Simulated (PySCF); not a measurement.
**Bond curve of CdO**

Set-up: PySCF, scalar-relativistic core potentials, basis sets Cd cc-pVDZ-PP with ECP28, O cc-pVDZ. Energies in eV from Cd + O in their ground configurations at the same level. All curves are PBE0. state 1: ³Π (triplet), unpaired electrons σ ↑, π ↑; state 2: Ms = 0 determinant of mixed spin (⟨S²⟩ near 1.0), unpaired electrons σ ↓, π ↑, a second solution, started from another occupation; state 3: ¹Σ⁺ (singlet), closed shell, a second solution, started from another occupation; state 4: ³Σ⁺ (triplet), unpaired electrons σ ↑↑, a second solution, started from another occupation.

```
R (Å)  state 1  state 2  state 3  state 4
1.807  -0.2283  -0.0696  -0.2682   1.1034
1.891  -0.6145  -0.4452  -0.3350   0.8511
1.975  -0.8105  -0.6239  -0.2534   0.7686
2.038  -0.8737  -0.6693  -0.1323   0.7836
2.101  -0.8877  -0.6616   0.0193   0.8452
2.164  -0.8682  -0.6165   0.1886   0.9406
2.248  -0.8096  -0.5185   0.4264   1.1046
2.353  -0.7104  -0.3641   0.7227   1.3456
2.479  -0.5835  -0.1685   1.0566   1.6606
2.647  -0.4328   0.0666   1.4442   2.0874
```

Q: Put a parabola through the three lowest points of the state 1 curve and estimate Re, k and ωe (reduced mass 14.03 u; 1 eV/Å² = 0.16022 mdyn/Å; ωe = 1302.8·√(k/μ) cm⁻¹).

A: Through R = 2.038, 2.101, 2.164 Å the second-order coefficient is 4.22 eV/Å², so Re ≈ 2.096 Å, k ≈ 1.35 mdyn/Å and ωe ≈ 404 cm⁻¹. A polynomial fit of higher order to the unrounded PBE0 energies gives Re = 2.092 Å, k = 1.42 mdyn/Å, ωe = 415 cm⁻¹; anharmonicity and rounding make the difference.

The higher-order fit for each curve: state 1: Re = 2.092 Å, ωe = 415 cm⁻¹, De = 0.89 eV; state 2: Re = 2.058 Å, ωe = 480 cm⁻¹, minimum 0.67 eV below the ground-state fragments; state 3: Re = 1.880 Å, ωe = 655 cm⁻¹, minimum 0.336 eV below the ground-state fragments; state 4: Re = 1.989 Å, ωe = 536 cm⁻¹, minimum 0.77 eV above the ground-state fragments.

Spin–orbit coupling is left out. The state was picked by a PBE0 search and need not be the measured ground state.
